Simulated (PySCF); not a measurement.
**InAs: script and output**

File input.py (PySCF 2.14):

```python
from pyscf import gto, scf, mp

mol = gto.M(
    atom='In 0 0 0; As 0 0 2.95',
    basis='def2-svp',
    ecp={'In': 'def2-svp'},
    charge=0,
    spin=2,
    verbose=4,
)
mf = scf.UHF(mol)
mf.kernel()
mp.MP2(mf, frozen=13).kernel()
mf.dip_moment()
print('orbital energies (hartree):', [e[max(0, n-3):n+3].round(4) for e, n in zip(mf.mo_energy, mol.nelec)])
```

```bash
$ python input.py
```

Output (some set-up lines and the per-cycle HOMO/LUMO lines with their warnings removed):

```
PySCF version 2.14.0

[INPUT] Symbol           X                Y                Z      unit          X                Y                Z       unit  Magmom
[INPUT]  1 In     0.000000000000   0.000000000000   0.000000000000 AA    0.000000000000   0.000000000000   0.000000000000 Bohr   0.0
[INPUT]  2 As     0.000000000000   0.000000000000   2.950000000000 AA    0.000000000000   0.000000000000   5.574692067467 Bohr   0.0

nuclear repulsion = 124.311799039851
number of shells = 22
number of NR pGTOs = 135
number of NR cGTOs = 58
basis = def2-svp
ecp = {'In': 'def2-svp'}

******** <class 'pyscf.scf.uhf.UHF'> ********
method = UHF
initial guess = minao
damping factor = 0
level_shift factor = 0
DIIS = <class 'pyscf.scf.diis.CDIIS'>
SCF conv_tol = 1e-09
SCF max_cycles = 50
number electrons alpha = 28  beta = 26
init E= -2400.6290899248

cycle= 1 E= -2421.93003594349  delta_E= -21.3  |g|= 1.15  |ddm|= 8.41

cycle= 2 E= -2420.3769106213  delta_E= 1.55  |g|= 1.58  |ddm|= 3.68
cycle= 3 E= -2423.01290379648  delta_E= -2.64  |g|= 0.297  |ddm|= 2.46
cycle= 4 E= -2423.12539059736  delta_E= -0.112  |g|= 0.0912  |ddm|= 0.479
cycle= 5 E= -2423.13886663328  delta_E= -0.0135  |g|= 0.0417  |ddm|= 0.189
cycle= 6 E= -2423.14442996198  delta_E= -0.00556  |g|= 0.0184  |ddm|= 0.143
cycle= 7 E= -2423.14599006587  delta_E= -0.00156  |g|= 0.00849  |ddm|= 0.0847
cycle= 8 E= -2423.14635028261  delta_E= -0.00036  |g|= 0.00364  |ddm|= 0.0515
cycle= 9 E= -2423.14642897157  delta_E= -7.87e-05  |g|= 0.00242  |ddm|= 0.0235
cycle= 10 E= -2423.14649282688  delta_E= -6.39e-05  |g|= 0.00134  |ddm|= 0.0291
cycle= 11 E= -2423.14651564544  delta_E= -2.28e-05  |g|= 0.000372  |ddm|= 0.0259
cycle= 12 E= -2423.14651644004  delta_E= -7.95e-07  |g|= 0.000132  |ddm|= 0.00362
cycle= 13 E= -2423.14651653667  delta_E= -9.66e-08  |g|= 3.89e-05  |ddm|= 0.00153
cycle= 14 E= -2423.14651654236  delta_E= -5.69e-09  |g|= 1.13e-05  |ddm|= 0.000284
cycle= 15 E= -2423.14651654276  delta_E= -3.99e-10  |g|= 3.39e-06  |ddm|= 6.94e-05
Extra cycle  E= -2423.14651654278  delta_E= -2.32e-11  |g|= 1.79e-06  |ddm|= 9.57e-06
converged SCF energy = -2423.14651654278  <S^2> = 2.0462726  2S+1 = 3.0306914

******** <class 'pyscf.mp.ump2.UMP2'> ********
nocc = (np.int64(15), np.int64(13)), nmo = (45, 45)
frozen orbitals 13
E(UMP2) = -2423.39608651088  E_corr = -0.249569968096628
E(SCS-UMP2) = -2423.37977438775  E_corr = -0.233257844969752
E_corr(same-spin) = -0.076414750091771
E_corr(oppo-spin) = -0.173155218004857
Dipole moment(X, Y, Z, Debye): -0.00000,  0.00000, -2.89333
orbital energies (hartree): [array([-0.3273, -0.3273, -0.2688,  0.0176,  0.0176,  0.0861]), array([-0.582 , -0.4141, -0.2375,  0.004 ,  0.004 ,  0.0923])]
```

In short: E(SCF) = -2423.146517 Eh, 15 cycles, E(MP2) − E(SCF) = -0.24957 Eh, ⟨S²⟩ = 2.046, μz(SCF) = -2.89 D.

Wall time 1.3 s on one thread of a shared host.

The bond length is a typed value, not an optimised one. No search for the lowest solution was made.
